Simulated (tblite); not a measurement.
Species: C6H11P.
Geometry (GFN2-xTB, Å), atoms numbered from 1 in this order:
```xyz
18
C6H11P angstrom
C     -1.106    1.689   -0.410
C     -0.587    0.311   -0.154
C      0.676   -0.078   -0.016
C      1.913    0.758   -0.079
C      0.880   -1.559    0.189
P     -0.772   -2.260    0.682
C     -1.616   -0.789   -0.085
H     -1.680    1.703   -1.337
H     -1.774    1.992    0.397
H     -0.305    2.418   -0.488
H      1.688    1.802   -0.273
H      2.568    0.391   -0.870
H      2.459    0.689    0.862
H      1.210   -2.030   -0.745
H      1.634   -1.780    0.947
H     -0.737   -1.691    1.966
H     -1.961   -1.052   -1.092
H     -2.498   -0.506    0.495
```

Computed values, GFN2-xTB/tblite, gas phase, harmonic and unscaled. The method is semi-empirical: single wavenumbers can be off by several per cent or more. Modes of hydrogen on phosphorus can be 10 to 20 % off. One conformer, not necessarily the lowest.

Harmonic wavenumbers (cm⁻¹): 75.3, 92.3, 124.6, 156.2, 296.9, 310.4, 344.1, 427.9, 457.0, 542.6, 698.0, 721.7, 759.6, 767.8, 775.1, 919.2, 925.7, 933.4, 994.6, 1019.4, 1022.3, 1074.5, 1114.8, 1133.1, 1177.2, 1187.4, 1223.9, 1273.3, 1397.7, 1410.5, 1439.9, 1442.4, 1472.2, 1481.6, 1482.4, 1490.9, 1751.6, 2223.6, 2904.6, 2906.7, 2958.6, 2961.3, 2990.6, 2992.2, 3006.7, 3007.5, 3049.4, 3055.4.

A = 3144, B = 1903, C = 1249 MHz; mass 114.060 u (most abundant isotopes); point group Cs, symmetry number 1.

Zero-point energy?

½Σν̃ = 32987 cm⁻¹ = 394.61 kJ/mol.

Give the ideal-gas entropy at 298.15 K and 1 bar in the rigid-rotor, harmonic-oscillator model (classical rotation).

Translation 167.93, rotation 117.80, vibration 91.35: S = 377.1 J/(mol K).

And Cp and H(298.15 K) − H(0)?

Cp = 138.53 J/(mol K), of which vibrations give 105.27 (their classical limit is 48 R = 399.1); H(298.15 K) − H(0) = 24.91 kJ/mol without the zero-point energy, 14.99 from vibrations.

How do the functions run with temperature in this model?

```
T (K)  S (J/(mol K))  Cp (J/(mol K))  H − H(0) (kJ/mol)  G − H(0) (kJ/mol)  ln q(vib)
  100          273.4            67.0               4.85             -22.49       1.05
  200          330.0           100.6              13.21             -52.79       2.98
  300          377.9           139.3              25.17             -88.22       4.98
  500          467.0           212.7              60.67            -172.84       9.14
  800          584.4           286.2             136.45            -331.06      15.46
 1000          651.9           318.6             197.10            -454.82      19.50
```

q(vib) and H(0) count from the zero-point level.

Blend soft modes into free rotors: weight 1/[1 + (100 cm⁻¹/ν̃)⁴] for the oscillator and the rest for a rotor with moment μB/(μ + B), μ = h/(8π²ν), B = 10⁻⁴⁴ kg m². What vibrational entropy results?

86.42 J/(mol K) in place of 91.35, which changes −T·S at 298.15 K by +1.47 kJ/mol.

Hindered rotation and anharmonicity are outside this model. Other conformers, if any are populated, would add a mixing term that is left out.
